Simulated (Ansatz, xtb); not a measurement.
**C5H7FOSe: 10 structures ranked**

10 gas-phase structures of C5H7FOSe, from a drawn sample of its isomers (lower ones may exist). Each was relaxed with GFN2-xTB; where two conformers were screened, the lower at r2SCAN-D4/def2-SVP is listed:

A. `CC[C@@H]1OC=C(F)[Se]1`, a singlet
B. `F[C@@H]1C=COCC[Se]1`, a singlet
C. `CO[C@@H]1C=C(F)[Se]C1`, a singlet
D. `O=[Se@@]1CC=C(F)CC1`, a singlet
E. `FCC1=COCC[Se]1`, a singlet
F. `C[C@@H]1C(=O)C[Se][C@@H]1F`, a singlet
G. `CO[C@@H]1[Se]C=C[C@@H]1F`, a singlet
H. `F[C@@H]1COC=CC[Se]1`, a singlet
I. `CO[C@@H]1CC(F)=C[Se]1`, a singlet
J. `CO[C@@H]1C=C[C@@H](F)[Se]1`, a singlet

**Question.** Estimate their order in r2SCAN-D4/def2-SVP energy at these geometries, lowest first.

**Answer.** Calculated order at r2SCAN-D4/def2-SVP: F (0.0), E (107.4), I (109.4), B (117.1), A (128.3), C (128.4), G (128.9), J (129.1), H (133.4), D (210.2) kJ/mol. Less than 1 kcal/mol parts E and I; A and C; C and G; G and J, so the order within those pairs means little.

Energies above the lowest of each column, in kJ/mol; the last columns are at B3LYP-D3(BJ)/def2-SVP geometries and were run for some of them only (a dash: not run or not comparable):

```json
{"structure": "F", "GFN2-xTB": "0.0", "HF/STO-3G": "0.0", "r2SCAN-D4/def2-SVP": "0.0", "B3LYP-D3(BJ)/def2-SVP": "0.0", "CCSD(T)/def2-SVP + ΔMP2/def2-TZVPP": "0.0"}
{"structure": "E", "GFN2-xTB": "50.1", "HF/STO-3G": "83.3", "r2SCAN-D4/def2-SVP": "107.4", "B3LYP-D3(BJ)/def2-SVP": "92.0", "CCSD(T)/def2-SVP + ΔMP2/def2-TZVPP": "92.2"}
{"structure": "I", "GFN2-xTB": "48.4", "HF/STO-3G": "71.8", "r2SCAN-D4/def2-SVP": "109.4", "B3LYP-D3(BJ)/def2-SVP": "104.2", "CCSD(T)/def2-SVP + ΔMP2/def2-TZVPP": "105.3"}
{"structure": "B", "GFN2-xTB": "68.9", "HF/STO-3G": "112.7", "r2SCAN-D4/def2-SVP": "117.1", "B3LYP-D3(BJ)/def2-SVP": "–", "CCSD(T)/def2-SVP + ΔMP2/def2-TZVPP": "–"}
{"structure": "A", "GFN2-xTB": "49.1", "HF/STO-3G": "66.6", "r2SCAN-D4/def2-SVP": "128.3", "B3LYP-D3(BJ)/def2-SVP": "–", "CCSD(T)/def2-SVP + ΔMP2/def2-TZVPP": "–"}
{"structure": "C", "GFN2-xTB": "74.3", "HF/STO-3G": "70.7", "r2SCAN-D4/def2-SVP": "128.4", "B3LYP-D3(BJ)/def2-SVP": "–", "CCSD(T)/def2-SVP + ΔMP2/def2-TZVPP": "–"}
{"structure": "G", "GFN2-xTB": "77.0", "HF/STO-3G": "111.4", "r2SCAN-D4/def2-SVP": "128.9", "B3LYP-D3(BJ)/def2-SVP": "–", "CCSD(T)/def2-SVP + ΔMP2/def2-TZVPP": "–"}
{"structure": "J", "GFN2-xTB": "70.8", "HF/STO-3G": "101.8", "r2SCAN-D4/def2-SVP": "129.1", "B3LYP-D3(BJ)/def2-SVP": "–", "CCSD(T)/def2-SVP + ΔMP2/def2-TZVPP": "–"}
{"structure": "H", "GFN2-xTB": "84.0", "HF/STO-3G": "122.5", "r2SCAN-D4/def2-SVP": "133.4", "B3LYP-D3(BJ)/def2-SVP": "–", "CCSD(T)/def2-SVP + ΔMP2/def2-TZVPP": "–"}
{"structure": "D", "GFN2-xTB": "92.5", "HF/STO-3G": "528.4", "r2SCAN-D4/def2-SVP": "210.2", "B3LYP-D3(BJ)/def2-SVP": "–", "CCSD(T)/def2-SVP + ΔMP2/def2-TZVPP": "–"}
```

Every level run on F puts it lowest or level with the lowest. Flexible structures stand in one conformer each, not always the lowest. Frequencies (GFN2-xTB) were run for E, F, I alone. The ΔMP2 step shifts differences by up to 13.3 kJ/mol, which makes them less sure. ΔMP2 is the change of the MP2 energy from the smaller to the larger basis.

Over these structures GFN2-xTB departs from r2SCAN-D4/def2-SVP by 17.1 kJ/mol on average once a common shift is removed. A GFN2-xTB relaxation took about 0.4 s and the r2SCAN-D4/def2-SVP energy about 3.2 s on a shared host (Ansatz 0.2.0, xtb 6.7.1).
